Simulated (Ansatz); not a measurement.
The pair A = NH3 (SMILES N) (first 4 atoms), B = C2H6 (SMILES CC); geometry from B3LYP-D3(BJ)/def2-TZVP.
(charge 0, multiplicity 1):
```json
[
 {"atom": "N", "x (Å)": "-0.0858", "y (Å)": "-0.0201", "z (Å)": "-0.2018"},
 {"atom": "H", "x (Å)": "-0.2269", "y (Å)": "0.4751", "z (Å)": "-1.0748"},
 {"atom": "H", "x (Å)": "0.3915", "y (Å)": "0.6109", "z (Å)": "0.4318"},
 {"atom": "H", "x (Å)": "0.5449", "y (Å)": "-0.7912", "z (Å)": "-0.3890"},
 {"atom": "C", "x (Å)": "-0.6012", "y (Å)": "-0.6083", "z (Å)": "3.3571"},
 {"atom": "C", "x (Å)": "0.4661", "y (Å)": "0.4828", "z (Å)": "3.3486"},
 {"atom": "H", "x (Å)": "-0.9389", "y (Å)": "-0.8303", "z (Å)": "2.3440"},
 {"atom": "H", "x (Å)": "-1.4717", "y (Å)": "-0.3019", "z (Å)": "3.9408"},
 {"atom": "H", "x (Å)": "-0.2184", "y (Å)": "-1.5314", "z (Å)": "3.7977"},
 {"atom": "H", "x (Å)": "1.3449", "y (Å)": "0.1745", "z (Å)": "2.7769"},
 {"atom": "H", "x (Å)": "0.8045", "y (Å)": "0.7242", "z (Å)": "4.3584"},
 {"atom": "H", "x (Å)": "0.0850", "y (Å)": "1.4043", "z (Å)": "2.9027"}
]
```

Cores are frozen in the correlated methods. MP2 and its Hartree–Fock in aug-cc-pVTZ are density fitted.

Codes used: Ansatz (Gaussian orbitals). Values without a source in brackets are computed.

The counterpoise-corrected interaction energy is E(AB) − E(A in the pair's basis) − E(B in the pair's basis). Total energies (hartree):

```
level                          AB  A in the pair's basis  B in the pair's basis
-------------------  ------------  ---------------------  ---------------------
HF/aug-cc-pVDZ       -135.4422222            -56.2056865            -79.2374003
MP2/aug-cc-pVDZ      -135.9581203            -56.4055323            -79.5512940
HF/aug-cc-pVTZ       -135.4796445            -56.2202854            -79.2602156
MP2/aug-cc-pVTZ      -136.0976899            -56.4607138            -79.6353813
CCSD(T)/aug-cc-pVDZ  -136.0250596            -56.4260230            -79.5976966
```

Work out the counterpoise-corrected interaction energy at the basis-set limit: extrapolate the MP2 correlation part as X⁻³, take Hartree–Fock from the larger set, and add the CCSD(T) − MP2 difference of aug-cc-pVDZ.


1. Differences (1 hartree = 627.509 kcal/mol): HF/aug-cc-pVDZ 0.543; MP2/aug-cc-pVDZ -0.812; HF/aug-cc-pVTZ 0.537; MP2/aug-cc-pVTZ -1.001; CCSD(T)/aug-cc-pVDZ -0.841.
2. Correlation parts, MP2 less HF: -1.355 in aug-cc-pVDZ (X = 2), -1.538 in aug-cc-pVTZ (X = 3).
3. Limit (3³·(-1.538) − 2³·(-1.355))/(3³ − 2³) = -1.615; with HF/aug-cc-pVTZ it gives -1.078.
4. CCSD(T) less MP2 in aug-cc-pVDZ: -0.029.
Result: -1.11 kcal/mol, against -0.81 at MP2/aug-cc-pVDZ. It is an estimate of this method's limit, not of the exact value.

Ansatz is a first-principles code.
